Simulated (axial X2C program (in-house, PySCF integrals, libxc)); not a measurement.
## Curves of KB⁺ by EOM-EA-CCSD

Computed with an axial X2C code built on PySCF integrals: two-component X2C with atomic mean-field Coulomb and Gaunt terms, Gaussian nuclei, basis K dyall-acv3z, B dyall-av3z with contracted cores.

Energies in eV from the lowest point of the lowest state; states are followed by energy order within each Ω. Reference: KB²⁺, 10 electrons correlated in 92 virtual spinors with an MP2 remainder; levels at this size can be off by some tenths of an eV. Masses 38.964 and 11.009 u.

```json
{"R (Å)": "3.077", "(1)Ω=1/2": "0.0436", "(2)Ω=1/2": "0.3512", "(1)Ω=3/2": "0.3529"}
{"R (Å)": "3.211", "(1)Ω=1/2": "0.0118", "(2)Ω=1/2": "0.3317", "(1)Ω=3/2": "0.3335"}
{"R (Å)": "3.345", "(1)Ω=1/2": "0.0000", "(2)Ω=1/2": "0.3220", "(1)Ω=3/2": "0.3239"}
{"R (Å)": "3.495", "(1)Ω=1/2": "0.0024", "(2)Ω=1/2": "0.3182", "(1)Ω=3/2": "0.3202"}
{"R (Å)": "3.646", "(1)Ω=1/2": "0.0153", "(2)Ω=1/2": "0.3185", "(1)Ω=3/2": "0.3206"}
{"R (Å)": "3.847", "(1)Ω=1/2": "0.0412", "(2)Ω=1/2": "0.3219", "(1)Ω=3/2": "0.3239"}
```

Fit the curves (1)Ω=1/2 near their minima.

At EOM-EA-CCSD from KB²⁺ (the fit fixes ωe to about one per cent; ωe of higher roots by this method can be off by ten per cent):

| state | Te (cm⁻¹) | Re (Å) | ωe (cm⁻¹) |
| --- | --- | --- | --- |
| (1)Ω=1/2 | 0 | 3.391 | 142.2 |

T1 of the reference reaches 0.006 (Lee–Taylor). Curves followed by order can swap character. Number of frozen shells: K 2 s, 1 p; B 1 s. Roots with under 60 % one-particle weight at any point are counted in the labels but not shown, and the list ends where the roots sought for some Ω run out; states that need a further excitation are missing and may lie low or lowest. Curves with a minimum but no constants failed the fit check.
